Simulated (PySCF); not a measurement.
# Input and output

BiF3 (singlet). PySCF 2.14.0, RKS B3LYP, Bi def2-SVP with ECP60, F def2-SVP; non-relativistic Hamiltonian with scalar-relativistic core potentials where named; density fitting; no spin-orbit coupling. Purpose: singlet excitations, Tamm-Dancoff B3LYP.

```python
mol = gto.M(atom='''
Bi     0.00000     0.00000     0.40058
F      1.76752     0.00001    -0.61274
F     -0.88377     1.53071    -0.61274
F     -0.88375    -1.53072    -0.61274''',
    basis={'Bi': 'def2-SVP', 'F': 'def2-SVP'},
    ecp={'Bi': 'def2-SVP'},
    charge=0, spin=0)
mf = dft.RKS(mol, xc='B3LYP')
mf.grids.atom_grid = (50, 194)
mf = mf.density_fit()  # fitting sets: Bi def2-universal-JKFIT, F def2-universal-JKFIT
mf.conv_tol = 1e-08; mf.max_cycle = 55
mf.kernel(dm0)  # dm0: converged density of the relaxed state
td = mf.TDA(); td.nstates = 8; td.kernel()
```

Run from Python with OMP_NUM_THREADS=2; the lines above give its settings. Where DIIS fails, smearing, a level shift and second-order steps follow.
It took 8.7 s on 2 threads of Arm Neoverse V2, with other jobs on the host, from an already converged density.

Question: Where do the frontier levels lie, over both spins?

Answer: HOMO -9.41 eV, LUMO -1.86 eV. 

Question: What are the Mulliken charges and spins?

Answer: 
```tsv
atom	charge (e)	spin (e)
Bi1	1.343	0.000
F2	-0.447	0.000
F3	-0.448	0.000
F4	-0.448	0.000
```

Question: Which singlet excitations follow (Tamm-Dancoff, 8 states)?

Answer: 
| state | eV | oscillator strength |
| --- | --- | --- |
| 1 | 6.68 | 0.0384 |
| 2 | 6.68 | 0.0385 |
| 3 | 6.85 | 0.0817 |
| 4 | 6.97 | 0.0025 |
| 5 | 6.97 | 0.0024 |
| 6 | 7.05 | 0.0014 |
| 7 | 7.07 | 0.0000 |
| 8 | 7.11 | 0.0139 |
Functionals without range separation put charge-transfer states too low; the basis has no diffuse functions.

The geometry was relaxed with TPSS (Bi def2-SVP with ECP60, F def2-SVP).
